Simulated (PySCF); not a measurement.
**Magnetisability: `[O](CSC(C#C)=C)[GeH3]`, C$_{5}$H$_{8}$GeOS**

Geometry (Å), atoms numbered from 1 in this order:
```xyz
16

C     2.7429   -0.7065    0.5575
C     1.9601   -0.0728   -0.0978
C     1.0032    0.6802   -0.8052
C     1.0009    0.8086   -2.1309
S    -0.2176    1.5408    0.1795
C    -0.4357    0.3990    1.5769
O    -1.1295   -0.7417    1.2380
Ge   -2.2834   -0.8248   -0.1045
H     3.4502   -1.2671    1.0927
H     1.7577    0.3400   -2.7360
H     0.2532    1.4004   -2.6286
H    -0.9732    0.9901    2.3268
H     0.5538    0.1284    1.9563
H    -3.2703    0.3004    0.0048
H    -2.8635   -2.1595    0.2066
H    -1.5563   -0.8065   -1.4163
```

Computed, not measured: GIAO HF/pcSseg-1 magnetisability, rotational g tensor and spin-rotation constants, non-relativistic, gas phase (PySCF). Geometry: GFN2-xTB.

The calculation is non-relativistic, which matters for the atoms heavier than Zn.

Question: How diamagnetic is it, and how anisotropic?

Answer: Isotropic -1599 × 10⁻³⁰ J/T², or -96.3 × 10⁻⁶ cm³/mol; principal values -1751, -1578, -1466 × 10⁻³⁰ J/T², anisotropy 248 × 10⁻³⁰ J/T² (root of half the summed squared differences of the principal values). The susceptibility is in cgs units.

Question: Split it along the inertial axes a, b, c into diamagnetic and paramagnetic parts about the centre of mass, with the quadrupole moment.

Answer: 
```tsv
axis	χ (10⁻⁶ cm³/mol)	diamagnetic (10⁻⁶ cm³/mol)	paramagnetic (10⁻⁶ cm³/mol)	summed x² of all electrons (Å²)	quadrupole Θ (D Å)
a	-99.5	-770.2	670.7	303.3	-0.86
b	-94.3	-1620.8	1526.5	102.8	+4.53
c	-95.0	-1723.3	1628.2	78.7	-3.67
```
Anisotropies 2χaa − χbb − χcc = -9.6 and 2χbb − χaa − χcc = +5.9 × 10⁻⁶ cm³/mol. Θ is traceless in Buckingham's convention.

Question: And the rotational g tensor?

Answer: 
| axis | rotational constant (GHz) | g | nuclear part | electronic part |
| --- | --- | --- | --- | --- |
| a | 1.8614 | -0.0152 | 0.5714 | -0.5865 |
| b | 0.7311 | -0.0088 | 0.5154 | -0.5243 |
| c | 0.6937 | -0.0066 | 0.5240 | -0.5306 |

Asymmetric top; isotopes 12C, 74Ge, 1H, 16O, 32S; no vibrational averaging.
